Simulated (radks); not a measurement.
The iridium ion Ir2+, configuration [Xe] 4f14 5d7.

Method: scalar-relativistic Kohn-Sham, BLYP, spin-polarised, spherical densities, point nucleus; open shells are filled with parallel spins first (spin-orbit coupling, left out, can overturn this in heavy ions); computed with a radial shooting solver on a logarithmic mesh with Libxc functionals.

Energy parts (hartree):
| part | energy |
|---|---|
| total | -17827.5867 |
| kinetic | 19826.2241 |
| electron-nucleus | -44193.8627 |
| Hartree | 6886.6644 |
| exchange-correlation | -346.6125 |

Orbitals (lengths in bohr, moments of r in powers of bohr):
orbital  occ.  eigenvalue (hartree)      <r^2>
1s up       1             -2798.973  0.0004192
1s down     1             -2798.973  0.0004192
2s up       1             -490.1656   0.006414
2s down     1             -490.1586   0.006414
2p up       3             -425.8731   0.005363
2p down     3             -425.8675   0.005363
3s up       1             -115.1305    0.04147
3s down     1             -115.1280    0.04147
3p up       3             -96.33657    0.04244
3p down     3             -96.33379    0.04244
3d up       5             -75.66401    0.03516
3d down     5             -75.65909    0.03516
4s up       1             -25.06046     0.2022
4s down     1             -25.05359     0.2022
4p up       3             -18.89757     0.2308
4p down     3             -18.89116     0.2308
4d up       5             -11.33503     0.2649
4d down     5             -11.32761     0.2647
4f up       7              -2.93131     0.3525
4f down     7              -2.91964     0.3498
5s up       1              -4.26926      1.076
5s down     1              -4.21876      1.068
5p up       3              -2.68343      1.456
5p down     3              -2.62049      1.447
5d up       5              -0.92258      3.073
5d down     2              -0.85419      3.184

The highest occupied level is 5d down at -23.244 eV. The density falls to 0.001 e/bohr^3 at r = 3.62 bohr. Spin moment in Bohr magnetons: 3. Summed over all electrons, <r^2> = 42.68 bohr^2, which gives a Langevin (diamagnetic) susceptibility term of -33.8 x 10^-6 cm^3/mol.

Run on one thread of a shared host, so times are rough (Arm Neoverse N1): 0.41 s of CPU time, 0.41 s wall, 15 iterations on 2541 mesh points.
